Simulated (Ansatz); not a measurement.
Consider the ligand exchange at the Si–C bond: `C[Si](Cl)(Cl)Cl` + H₂S → `S[Si](Cl)(Cl)Cl` + CH₄.

Isolated molecules relaxed with PBE0-D4/def2-TZVP in Ansatz; ΔE leaves out vibrations. CCSD(T)/CBS is the MP2 limit (def2-TZVPP, def2-QZVPP) plus CCSD(T) − MP2 in def2-TZVPP, frozen cores. This one scheme is used for every species. DFT in def2-TZVPP. B3LYP here is the variant with VWN-RPA as its local correlation; programs differ in this. HSE06 is defined as in plane-wave codes. One conformer a species, not always the lowest.

(1) Is it downhill or uphill in electronic energy at CCSD(T)/CBS, and by how much? (An estimate is asked.)

(2) What do these levels give: PBE0-D4, B3LYP-D4, HSE06-D4, PBE-QIDH, PBE, r2SCAN0, HSE06, BHLYP, LC-ωPBE, RPA@PBE/def2-TZVPP, MP2/def2-SVP, HF/def2-TZVPP? (Estimate.)

Largest T1 diagnostic among the species: 0.010.

Results:

(1) Ansatz gave: Downhill: ΔE = -10.8 kcal/mol.

(2) The calculation gave: PBE0-D4 -11.5, B3LYP-D4 -11.4, HSE06-D4 -11.6, PBE-QIDH -11.1, PBE -11.5, r2SCAN0 -11.2, HSE06 -11.1, BHLYP -10.0, LC-ωPBE -10.1, RPA@PBE/def2-TZVPP -9.3, MP2/def2-SVP -10.7, HF/def2-TZVPP -9.2 kcal/mol.

From BLYP to BHLYP (50 % exact exchange), in def2-TZVPP and without D4, ΔE moves by +0.8 kcal/mol. The D4 term adds −0.9 kcal/mol with B3LYP and −0.4 kcal/mol with PBE0; it sums over pairs of atoms, weighted by their polarisabilities, and B3LYP, whose exchange is more repulsive, gets the larger term.
